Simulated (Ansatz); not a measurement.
`[CH3][In-]([CH3])([NH3+])[Cl]`. The species carries charge 0 and has multiplicity 1. In takes the def2 core potential.

```xyz
14

C     0.3696   -0.4320   -2.1566
In   -0.4746    0.1517   -0.2706
C    -1.6795   -0.8068    1.2260
N     1.4948    0.6501    0.9773
Cl   -0.8526    2.5451   -0.2341
H    -0.4201   -0.5710   -2.8964
H     1.0365    0.3543   -2.5131
H     0.9270   -1.3668   -2.0711
H    -1.2552   -1.7676    1.5238
H    -2.6866   -0.9813    0.8442
H    -1.7537   -0.1587    2.1004
H     2.3744    0.4395    0.5207
H     1.5273    0.2830    1.9210
H     1.3926    1.6606    1.0284
```

(1) What are the harmonic wavenumbers in cm⁻¹ at PBE0-D4/def2-TZVP (Ansatz, finite differences of forces, unscaled)? (An estimate is asked.)

(2) Is this a minimum?

(3) Give the ideal-gas thermochemistry at 298.15 K and 1 bar (rigid rotor, harmonic oscillator; point group Cs, symmetry number 1).

(4) Rotational constants (cm⁻¹)?

Answers

(1) The calculation gave: 62, 65, 93, 98, 106, 108, 108, 126, 269, 311, 489, 496, 533, 544, 684, 689, 720, 738, 1159, 1194, 1195, 1448, 1452, 1454, 1458, 1646, 1664, 3057, 3058, 3147, 3148, 3154, 3154, 3474, 3597, 3629.

(2) Yes, all 36 modes are real.

(3) Zero-point energy 289.1 kJ/mol; H(298) − E = 320.5 kJ/mol; entropy 442.9 J/(mol·K), of which translation 174.8, rotation 119.3, vibration 148.8; G(298) − E = 188.4 kJ/mol. Modes under 100 cm⁻¹ are hindered rotations or soft bends, so the harmonic entropy is rough.

(4) 0.07236, 0.05406, 0.04986.
